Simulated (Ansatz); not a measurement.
`N[SiH]([AsH2])C=O`. Charge 0, multiplicity 1.

Cartesian coordinates in Å:
```
N 0.224 -1.621 0.109
Si 0.037 -0.060 -0.562
As 1.607 1.510 0.256
C -1.668 0.772 -0.228
O -2.473 0.318 0.548
H 0.280 -1.720 1.110
H -0.280 -2.394 -0.298
H 0.175 -0.149 -2.041
H 2.727 0.484 0.174
H 1.276 1.132 1.695
H -1.905 1.726 -0.765
```

**Question.** List the harmonic frequencies (cm⁻¹, unscaled) at PBE0-D4/def2-TZVP in Ansatz. (Estimate.)

**Answer.** Ansatz gave: 53, 108, 116, 134, 167, 209, 334, 403, 462, 533, 553, 610, 733, 765, 884, 909, 915, 985, 1381, 1580, 1772, 2203, 2211, 2224, 2793, 3591, 3685.

**Question.** Is this a minimum?

**Answer.** Yes, all 27 modes are real.

**Question.** Give the ideal-gas thermochemistry at 298.15 K and 1 bar (rigid rotor, harmonic oscillator; point group C1, symmetry number 1).

**Answer.** Zero-point energy 181.3 kJ/mol; H(298) − E = 206.9 kJ/mol; entropy 391.6 J/(mol·K), of which translation 171.4, rotation 119.3, vibration 100.9; G(298) − E = 90.1 kJ/mol. Modes under 100 cm⁻¹ are hindered rotations or soft bends, so the harmonic entropy is rough.

**Question.** And at 400, 500, 600, 800 and 1000 K?

**Answer.** 
| T (K) | H − E (kJ/mol) | S (J/mol/K) | G − E (kJ/mol) |
| --- | --- | --- | --- |
| 400 | 221.0 | 432.3 | 48.1 |
| 500 | 236.6 | 467.0 | 3.1 |
| 600 | 253.6 | 497.9 | -45.1 |
| 800 | 290.6 | 551.0 | -150.2 |
| 1000 | 330.8 | 595.8 | -265.0 |
